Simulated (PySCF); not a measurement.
cyclopentene (C5H8), SMILES C1CC=CC1. Heavy atoms are numbered as in [CH:1]1=[CH:2][CH2:3][CH2:4][CH2:5]1. Hydrogens are named by the atom that carries them.

The structure is a stationary point at B3LYP-D3(BJ)/def2-SVP. The values are those of a single conformer.

All values below come from HF/def2-TZVP (PySCF).

Atomic charges (e), one atom of each kind:

| atom | Löwdin | Mulliken | IAO |
|---|---|---|---|
| C1 (CH) | -0.16 | -0.20 | -0.15 |
| C3 (CH2) | -0.23 | -0.09 | -0.22 |
| C4 (CH2) | -0.22 | -0.19 | -0.21 |
| H on C1 | 0.13 | 0.12 | 0.13 |
| H on C3 | 0.12 | 0.09 | 0.11 |
| H on C4 | 0.13 | 0.08 | 0.11 |

Computed Mayer and Wiberg (Löwdin basis) orders of the bonds:
| bond | Mayer | Wiberg |
|---|---|---|
| C1–C2 | 1.98 | 2.02 |
| C2–C3 | 0.97 | 1.19 |
| C3–C4 | 0.99 | 1.16 |
| C1–C5 | 0.97 | 1.19 |
| C4–C5 | 0.99 | 1.16 |
